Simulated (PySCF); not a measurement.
CoH at PBE0

Level: PBE0. basis Co def2-TZVP, H def2-TZVP; no relativity; PySCF 2.14.

```json
{
 "state": "³Δ (triplet), unpaired electrons σ ↑, δ ↑, a second solution, started from another occupation",
 "bond length": "1.539 Å",
 "harmonic wavenumber": "1764 cm⁻¹",
 "force constant": "1.82 mdyn/Å",
 "rotational constant Be": "7.187 cm⁻¹",
 "anharmonicity ωexe": "29.3 cm⁻¹",
 "vibration–rotation constant αe": "0.213 cm⁻¹",
 "bond order (Mayer)": "0.98",
 "dipole moment (positive dipole means Co(−)H(+))": "-2.96 D"
}
```

De is left out where the level can put another filling of the metal’s s and d shells below the measured ground configuration, by anything from nothing to about 1 eV.
